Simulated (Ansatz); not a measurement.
`C=C[SiH2]O[SiH2]F`, charge 0, multiplicity 1.

(1) Give a relaxed structure at PBE0-D4/def2-TZVP (the Gaussian-basis code of Ansatz). (Best estimate.)

Results:

(1) Computed: 
Cartesian coordinates in Å:
```
C 0.7337 1.2883 -1.7903
C -0.5431 0.9460 -1.6466
Si -1.1860 0.0435 -0.1651
O 0.0742 -0.2384 0.8508
Si 0.7686 -1.2177 1.9313
F 0.0235 -1.0835 3.3340
H 1.0957 1.8204 -2.6654
H 1.4730 1.0506 -1.0310
H -1.2449 1.2116 -2.4364
H -2.2112 0.8513 0.5442
H -1.8002 -1.2533 -0.5613
H 0.6488 -2.6312 1.5095
H 2.1680 -0.7877 2.1261
```
This is one stationary point; other conformers may exist.
